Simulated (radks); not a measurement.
The numbers below are computed, except where a source is named.
Q: These are the eigenvalues of the occupied orbitals of an atom or ion with whole-number occupations (eV). Level of theory: non-relativistic Kohn-Sham, exchange-only r2SCAN, spin-polarised, spherical densities, point nucleus; meta-GGA in the generalised Kohn-Sham scheme (a radial shooting solver on a logarithmic mesh with Libxc functionals).

| orbital | eigenvalue |
|---|---|
| 1s down | -4405.146 |
| 1s up | -4405.125 |
| 2s up | -491.5057 |
| 2s down | -491.1600 |
| 2p up | -406.9721 |
| 2p down | -406.7102 |
| 3s up | -71.6379 |
| 3s down | -70.3150 |
| 3p up | -49.5361 |
| 3p down | -48.1826 |
| 3d up | -16.9254 |

Which element is it, and in what charge state? The configuration may be excited. Open shells, if any, are filled with parallel spins first.

A: Z = 21, scandium, charge +2: Sc2+ in [Ar] 3d1. The list shows which subshells hold electrons but not how many an open one holds; the 1s level, -161.89 hartree, gives Z - s = 18.0 by -(Z - s)^2/2, which with screening narrows Z to a few neighbours, and the depths of the outer levels then fix element, charge and occupations together.
